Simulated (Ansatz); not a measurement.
# C4H12B2O: where a starting geometry ends

The starting geometry of this gas-phase singlet was optimised with GFN2-xTB.

```yaml
atoms:
  - { symbol: C, position_ang: [-1.5539, 2.6846, -1.3013] }
  - { symbol: C, position_ang: [-0.6217, -0.2828, 1.0845] }
  - { symbol: C, position_ang: [0.6437, -0.7337, 1.8193] }
  - { symbol: C, position_ang: [-1.3157, -1.5012, 0.4517] }
  - { symbol: B, position_ang: [-2.6938, 2.2538, -0.3198] }
  - { symbol: B, position_ang: [-0.3460, 0.8083, -0.0551] }
  - { symbol: O, position_ang: [-1.3230, 1.6359, -0.3545] }
  - { symbol: H, position_ang: [-3.5414, 1.5347, -0.7147] }
  - { symbol: H, position_ang: [-2.8907, 2.9077, 0.6414] }
  - { symbol: H, position_ang: [-1.4712, 2.3257, -2.3226] }
  - { symbol: H, position_ang: [-0.9012, 3.5334, -1.1211] }
  - { symbol: H, position_ang: [0.6734, 0.8695, -0.6459] }
  - { symbol: H, position_ang: [-1.3161, 0.1282, 1.8264] }
  - { symbol: H, position_ang: [1.3511, -1.1757, 1.1213] }
  - { symbol: H, position_ang: [0.4033, -1.4752, 2.5790] }
  - { symbol: H, position_ang: [1.1272, 0.1106, 2.3054] }
  - { symbol: H, position_ang: [-2.2462, -1.2059, -0.0274] }
  - { symbol: H, position_ang: [-1.5413, -2.2464, 1.2123] }
  - { symbol: H, position_ang: [-0.6715, -1.9602, -0.2959] }
```

**Question.** Predict what becomes of its bonds when it is optimised with B3LYP/def2-SVP.

**Answer.** A bond breaks, leaving `BCOBC(C)C`. Contacts that open: B5–O7 (1.50 → 2.53 Å).

The energy falls by 0.67 eV over 30 steps:

| step | E − E(last) (eV) |
| --- | --- |
| 1 | 0.668 |
| 4 | 0.358 |
| 7 | 0.332 |
| 11 | 0.301 |
| 14 | 0.260 |
| 17 | 0.227 |
| 20 | 0.135 |
| 24 | 0.006 |
| 27 | 0.000 |
| 30 | 0.000 |

Final geometry (Å):

```yaml
atoms:
  - { symbol: C, position_ang: [-1.5979, 2.7234, -0.5758] }
  - { symbol: C, position_ang: [-0.5645, -0.5957, 1.1675] }
  - { symbol: C, position_ang: [0.8960, -0.7979, 1.6149] }
  - { symbol: C, position_ang: [-1.1489, -1.9016, 0.5925] }
  - { symbol: B, position_ang: [-3.0572, 3.0596, -1.0039] }
  - { symbol: B, position_ang: [-0.6653, 0.5626, 0.0978] }
  - { symbol: O, position_ang: [-1.4426, 1.6390, 0.3327] }
  - { symbol: H, position_ang: [-4.0070, 2.4284, -0.6151] }
  - { symbol: H, position_ang: [-3.2177, 3.9950, -1.7503] }
  - { symbol: H, position_ang: [-0.9802, 2.5710, -1.4874] }
  - { symbol: H, position_ang: [-1.1752, 3.6394, -0.1098] }
  - { symbol: H, position_ang: [-0.0529, 0.5016, -0.9562] }
  - { symbol: H, position_ang: [-1.1643, -0.3069, 2.0498] }
  - { symbol: H, position_ang: [1.5445, -1.0654, 0.7628] }
  - { symbol: H, position_ang: [0.9779, -1.6113, 2.3569] }
  - { symbol: H, position_ang: [1.3170, 0.1109, 2.0767] }
  - { symbol: H, position_ang: [-2.2116, -1.7932, 0.3186] }
  - { symbol: H, position_ang: [-1.0804, -2.7255, 1.3242] }
  - { symbol: H, position_ang: [-0.6048, -2.2221, -0.3128] }
```

No frequencies were run, so the end isn't proven a minimum. Run with Ansatz 0.2.0, 86 s on 4 threads of Arm Neoverse V1, on a shared host.
